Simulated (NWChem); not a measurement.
SeCl$_{4}$; SMILES Cl[Se](Cl)(Cl)Cl

Computed with NWChem. Pople sets run with spherical d functions. Structure relaxed at the PBE0/def2-SVP level. Static field.

Question: Among these, which level gives the highest value of “anisotropy (bohr³)”?
(A) PBE0/def2-SVP
(B) PBE0/aug-cc-pVDZ
(C) PBE0/def2-SVPD
(D) PBE0/6-31G*

Answer: D, PBE0/6-31G*. Values: PBE0/def2-SVP 51.0; PBE0/def2-SVPD 54.6; PBE0/aug-cc-pVDZ 55.8; PBE0/6-31G* 58.5
